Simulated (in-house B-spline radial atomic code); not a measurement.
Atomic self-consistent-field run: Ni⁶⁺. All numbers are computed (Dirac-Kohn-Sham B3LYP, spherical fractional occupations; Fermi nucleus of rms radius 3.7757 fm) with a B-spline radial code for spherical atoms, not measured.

Command:
```bash
python run_scf.py task.json out
```
Settings (nuclear radius in fm, mass in u):
```
Z                28
configuration    [Ar] 3d4
hamiltonian      dirac
method           b3lyp
spin_polarised   False
nucleus          fermi
rms_radius       3.7757
atomic_mass      57.93534
speed_of_light   137.035999084
```

Output (hartree, bohr):
```
 radial grid: 65 intervals, B-splines of order 8, outer radius 10.2985 bohr

 iter        energy (Eh)    residual
    1       -1492.847913    9.53e-01
    2       -1505.122483    5.29e-01
    3       -1508.939451    1.49e-01
    4       -1509.290304    3.45e-02
    5       -1509.305715    2.08e-02
    6       -1509.313173    1.09e-03
    7       -1509.313189    1.89e-05
    8       -1509.313189    3.85e-07
    9       -1509.313189    3.34e-09

 total energy                     -1509.31319
 kinetic                            1533.9606
 electron-nucleus                  -3529.0901
 Hartree                             545.3975
 exact exchange                      -11.4704
 exchange-correlation                -48.1108

 first-order corrections (not in the total)
   Gaunt                             0.6632
   retardation                      -0.0599
   frequency dependence             -0.0018
   self-energy                       0.4416
   Uehling                          -0.0390
   Wichmann-Kroll                    0.0003
   recoil                            0.0109

 orbital      occ     eigenvalue          <r>       <r^2>       <1/r>       r_max    small
 1s1/2      2.000      -307.6759    0.0540923  0.00393589     28.0891      0.0354  1.02e-02
 2s1/2      2.000       -41.1740     0.244418   0.0705436     6.10455      0.2046  1.91e-03
 2p1/2      2.000       -36.4706      0.21294   0.0557266     6.05052      0.1631  1.89e-03
 2p3/2      4.000       -35.8263     0.216139   0.0572799     5.92567      0.1657  1.86e-03
 3s1/2      2.000        -8.4500     0.710059    0.578042      2.0053      0.6282  4.59e-04
 3p1/2      2.000        -6.9625     0.724406    0.611375     1.89923      0.6257  4.22e-04
 3p3/2      4.000        -6.8692     0.732135    0.624227     1.87172      0.6325  4.15e-04
 3d3/2      1.600        -4.3409     0.760422    0.701349     1.64184      0.5798  3.29e-04
 3d5/2      2.400        -4.3280     0.762915    0.705741     1.63554      0.5818  3.27e-04
```

Run time, properties included: 1.6 s on 1 thread of Arm Neoverse V1, on a shared host.

For the Dirac Hamiltonian the kinetic term is c α·p + (β - 1)c².

Caution: exact exchange at fractional occupations of open shells leaves self-interaction of up to several eV.
